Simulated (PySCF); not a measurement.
**Stationary points of [SnCl2]+**

Computed with PBE0 in PySCF with Sn def2-TZVP with ECP28, Cl def2-TZVP; scalar-relativistic core potentials, no spin–orbit coupling; density-fitted integrals.

Relaxations began from a few typed shapes; open shells are unrestricted. The search is not exhaustive: other isomers or separated fragments can lie lower, and high-lying points may rest on an excited occupation.

(1) Which is the lowest minimum found?
A. doublet C2v: Sn–Cl 2.272 Å (×2); Cl–Sn–Cl 120.0°
B. doublet D∞h: Sn–Cl 2.333 Å (×2); Cl–Sn–Cl 180.0°

## Answers

(1) A. The others lie at 46.7 (doublet D∞h, a saddle point) kJ/mol above it.

For the lowest minimum: spin–orbit coupling, left out here, can matter for elements this heavy.
